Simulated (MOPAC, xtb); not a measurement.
Pair of molecules: AlH3O2 (SMILES [OH][AlH][OH]) (first 6 atoms) with H2O (SMILES O); geometry from B3LYP-D3(BJ)/def2-TZVP, rigid monomers moved along the line of their centres of mass till H4···O7 is 2.17 Å.
(charge 0, multiplicity 1):
```xyz
9

O     -0.0510     0.6031     1.5222
Al    -0.0354    -0.5132     0.2543
O     -0.0633     0.0648    -1.3427
H     -0.0383     0.3835     2.4648
H      0.0045    -2.0681     0.4449
H     -0.0878     0.9995    -1.5534
O     -0.0168     0.1241     4.6240
H      0.7524     0.5292     5.0394
H     -0.7844     0.5201     5.0508
```

Counterpoise-corrected where a basis set is named; no monomer relaxation.

The state that AM1, PM7 reach isn't checked; PM7 holds dispersion and hydrogen-bond terms.

Programs: MOPAC for AM1, PM7 (differences of heats of formation); xtb for the GFN methods. Each number belongs to the level named beside it.

Q: One of these levels gives -17.6 kJ/mol for the interaction energy. Which one is it?
A. PM7
B. AM1
C. GFN2-xTB
D. GFN-FF

A: C, GFN2-xTB. The others give -22.6 (GFN-FF), -11.7 (AM1), -20.3 (PM7)
